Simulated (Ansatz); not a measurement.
Species: C2H2N3, charge 0, doublet. C2H2N3 (SMILES [c]1ncn[nH]1, doublet).
B3LYP-D3(BJ)/def2-TZVP minimum from Ansatz (an electronic-structure program):
```xyz
7

C      1.0718     0.0052    -0.0018
N      0.3555     1.1785     0.0037
C     -0.8552     0.7605     0.0043
N     -0.9345    -0.5753    -0.0005
N      0.3345    -1.0866    -0.0046
H      2.1483    -0.0301    -0.0038
H     -1.7364    -1.1803    -0.0014
```
Charge 0, spin multiplicity 2.

Total energies in hartree (Ansatz). UHF or UKS for unpaired electrons; spin-orbit terms are left out. Correlated methods leave the cores frozen. No relativity. Where a partner has so few electrons that a lower coupled-cluster level is exact, that level stands in. The UHF reference of C2H2N3 ([c]1ncn[nH]1, doublet) is spin-contaminated (<S^2> up to 0.15 over the pure value in the sets run).

| species | HF/cc-pVTZ | CCSD(T)/cc-pVTZ | HF/cc-pVQZ | CCSD(T)/cc-pVQZ | CCSD(T)/cc-pVDZ | CCSDT(Q)/cc-pVDZ |
|---|---|---|---|---|---|---|
| 1: C2H2N3 (SMILES n1[nH][c]nc1, doublet) | -240.23026 | -241.15907 | -240.24697 | -241.23003 | -240.93190 | -240.93582 |
| 2: C (triplet) | -37.69157 | -37.78076 | -37.69331 | -37.78654 | -37.76038 | -37.76071 |
| 3: N (quartet) | -54.40069 | -54.51471 | -54.40372 | -54.52482 | -54.47850 | -54.47866 |
| 4: H (doublet) | -0.49981 | -0.49981 | -0.49995 | -0.49995 | -0.49928 | -0.49928 |

Question: Work out the atomisation energy (electronic, to ground-state atoms) in kJ/mol: take Hartree-Fock from cc-pVQZ, extrapolate the CCSD(T) correlation energy as X^-3 (X = 3, 4), and add CCSDT(Q) - CCSD(T) in cc-pVDZ. 1 hartree = 2625.5 kJ/mol.

Answer: 
Species 1: correlation (64·(-0.98306) - 27·(-0.92881))/37 = -1.02265; step -0.00392; E1 = -240.24697 + (-1.02265) + (-0.00392) = -241.27354
Species 2: correlation (64·(-0.09323) - 27·(-0.08919))/37 = -0.09618; step -0.00033; E2 = -37.69331 + (-0.09618) + (-0.00033) = -37.78982
Species 3: correlation (64·(-0.12110) - 27·(-0.11402))/37 = -0.12627; step -0.00016; E3 = -54.40372 + (-0.12627) + (-0.00016) = -54.53015
Species 4: correlation (64·(0.00000) - 27·(0.00000))/37 = 0.00000; step +0.00000; E4 = -0.49995 + (0.00000) + (+0.00000) = -0.49995
-1·E1 +2·E2 +3·E3 +2·E4 = 1.10355 hartree = 2897.4 kJ/mol.
